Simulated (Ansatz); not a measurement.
Total energies of Zn2O2⁺ (the lowest doublet isomer of a short search) from Ansatz at PBE-D4/def2-TZVP, gas phase (1 Eh = 27.2114 eV = 2625.5 kJ/mol). The reference geometry is relaxed at PBE-D4/def2-SVP.

| atom | x (Å) | y (Å) | z (Å) |
| --- | --- | --- | --- |
| Zn1 | 1.246 | -0.841 | -0.629 |
| Zn2 | 0.255 | -0.339 | 1.572 |
| O3 | -0.499 | 0.460 | -1.037 |
| O4 | -1.002 | 0.720 | 0.094 |

```csv
state,geometry,energy (Eh)
charge 1 doublet,reference,-3708.25615
charge 0 triplet,reference,-3708.51753
charge 1 quartet,relaxed at PBE-D4/def2-SVP,-3708.23761
```

The structure holds one bond between oxygen atoms, so isomers without such links may lie far lower.

**Question.** Work out the vertical electron affinity, to the triplet.

**Answer.** E(charge 1 doublet) − E(charge 0 triplet) = -3708.25615 − (-3708.51753) = 0.26138 Eh = 7.11 eV.

**Question.** Which of the charge 1 states is lowest, and how far above it are the others?

**Answer.** The doublet. quartet: -3708.23761 − (-3708.25615) = 0.01854 Eh = 48.7 kJ/mol. The quartet has fallen apart, so its energy is that of loose fragments and no spin gap. The quartet differs in its bonds from the reference.

The structure comes from a short search, and lower isomers may exist.
